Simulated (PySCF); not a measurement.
A structure optimised at PBE-D3(BJ)/def2-SVP, used in a PySCF frequency run:

```xyz
10

O     -0.1197     2.1396     0.0000
B     -0.0693     0.7808     0.0000
C     -1.2352    -0.2800     0.0000
N     -0.7228    -1.4731     0.0000
C      0.7127    -1.3395     0.0000
O      1.0986     0.0405     0.0000
H      0.7711     2.5364     0.0000
H     -2.3354    -0.1692     0.0000
H      1.1367    -1.8419    -0.8985
H      1.1367    -1.8419     0.8985
```

Q: Write its SMILES, formula and point group.

A: OB1C=NCO1, C2H4BNO2, Cs

Q: What are its rotational constants (standard atomic weights)?

A: 8.2017, 3.4211, 2.4523 GHz
